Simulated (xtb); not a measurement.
xtb input:

```bash
xtb mol.xyz --gfn 2 --ohess tight --chrg 0 --uhf 0
```
mol.xyz:
```
3

Si     0.02808724     0.02621978     0.72676267
F      0.95021303    -0.62265960    -0.38121079
F     -0.95811563     0.63049753    -0.36049466
```

Problem. What final total energy does it print?

Solution. -11.26982 Eh (GFN2-xTB).
